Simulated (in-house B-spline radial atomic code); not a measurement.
# Binding energies in Pt+

NIST's tabulated ground configuration is [Xe] 4f14 5d9; each binding energy is the energy of the ion with one electron taken from that subshell, relaxed, less that of the parent. Method: Dirac-Hartree-Fock, average of configuration, Fermi nucleus of rms radius 5.427 fm. Calculated with a B-spline radial code for spherical atoms. Energies include first-order Breit, QED and recoil terms.

```
subshell  X-ray name  binding energy (eV)  -ε (eV)  relaxation (eV)
      2s          L1              13904.1  14013.4             56.5
   2p1/2          L2                13290  13403.2             61.3
   2p3/2          L3              11580.6  11671.1             57.7
      3s          M1                 3321   3364.2             32.4
   3p1/2          M2               3048.2   3091.8             33.6
   3p3/2          M3               2668.2   2705.7             31.6
      4s          N1                748.2    764.9             14.3
   4p1/2          N2                632.1    648.4             14.2
   4p3/2          N3                541.2    555.4             13.0
      5s          O1                123.5    128.1              4.2
   4f5/2          N6                89.53   101.18            11.85
   4f7/2          N7                86.21    97.53            11.63
   5p1/2          O2                85.05    88.98             3.65
   5p3/2          O3                70.29    73.44             3.04
      5d        O4,5                17.94    19.52             1.59
```

Relaxation = -ε minus the binding energy without Breit, QED and recoil terms.

Emission lines follow as differences of binding energies, with λ = 12398.42 eV·Å / E:

```
 line       holes  energy (eV)  wavelength (Å)
L1-M3  2s → 3p3/2      11235.9          1.1035
L3-M1  2p3/2 → 3s       8259.6          1.5011
```

What does it cost to remove both a 3p1/2 and a 5d electron?

3080.4 eV, which is 14.22 eV more than the two single binding energies together.

What does it cost to remove two 2p1/2 electrons?

26888 eV, which is 308.2 eV more than the two single binding energies together.

What does it cost to remove two 5p3/2 electrons?

156.01 eV, which is 15.43 eV more than the two single binding energies together.
